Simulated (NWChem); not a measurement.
Species: BiH3O2; SMILES [OH][BiH][OH]

```xyz
6

Bi    -0.2455     0.0253     0.0000
H     -0.3966    -1.8208     0.0000
O      1.1004     0.0791     1.6471
H      1.5826    -0.7701     1.6936
O      1.1004     0.0791    -1.6471
H      1.5826    -0.7701    -1.6936
```
Atoms are numbered in this order, from 1.

All runs: NWChem. Medium grid unless said otherwise, to which SCAN and Minnesota functionals are sensitive. The geometry was optimised at PBE-D3(BJ)/def2-SVP. def2 effective core potentials on Bi; no spin-orbit coupling.

For level r2SCAN/def2-SVP:

```
Quantity                     Value
---------------------------  -----
highest occupied level (eV)  -6.63
orbital gap (eV)              5.19
dipole (D)                    2.32
```

Task: What are these values for level MPW1K/def2-SVP?

Result: highest occupied level (eV): -9.08
orbital gap (eV): 8.71
dipole (D): 2.66
